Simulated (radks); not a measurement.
Isoelectronic series with 31 electrons, each ion in its NIST ground configuration. Calculated with a radial shooting solver on a logarithmic mesh with Libxc functionals: Dirac Kohn-Sham, PBE, spin-unpolarised, spherical densities, finite nucleus; open shells fill j = l - 1/2 first; Fermi nuclear charge, rms radius of each element as measured or else 0.836 A^(1/3) + 0.57 fm. Total energies (hartree) and orbital eigenvalues (eV):

\begin{tabular}{lrrrrrr}
ion & configuration & E (hartree) & 4p1/2 & 4s1/2 & 3d5/2 & 3d3/2 \\ \hline
Ga & [Ar] 3d10 4s2 4p1 & -1944.01089 & -2.6224 & -8.8996 & -18.8955 & -19.3570 \\
Kr5+ & [Ar] 3d10 4s2 4p1 & -2783.51303 & -70.8434 & -87.2501 & -154.4463 & -155.7660 \\
Nb10+ & [Ar] 3d10 4s2 4p1 & -3789.52956 & -190.2836 & -216.3025 & -375.8607 & -378.8222 \\
Pd15+ & [Ar] 3d10 4s2 4p1 & -4964.97112 & -356.6963 & -392.3837 & -675.9215 & -681.6757 \\
Sb20+ & [Ar] 3d10 4s2 4p1 & -6314.03734 & -569.8123 & -615.3771 & -1052.821 & -1062.958 \\
Ba25+ & [Ar] 3d10 4s2 4p1 & -7841.9467 & -830.2964 & -886.0327 & -1505.826 & -1522.451 \\
Pm30+ & [Ar] 3d10 4s2 4p1 & -9555.0112 & -1139.314 & -1205.586 & -2034.593 & -2060.402 \\
Dy35+ & [Ar] 3d10 4s2 4p1 & -11460.7316 & -1498.434 & -1575.668 & -2638.963 & -2677.328 \\
Lu40+ & [Ar] 3d10 4s2 4p1 & -13568.1902 & -1909.633 & -1998.328 & -3318.876 & -3373.927 \\
Os45+ & [Ar] 3d10 4s2 4p1 & -15888.2774 & -2375.343 & -2476.076 & -4074.334 & -4151.051 \\
Tl50+ & [Ar] 3d10 4s2 4p1 & -18434.0099 & -2898.539 & -3011.950 & -4905.377 & -5009.683 \\
\end{tabular}
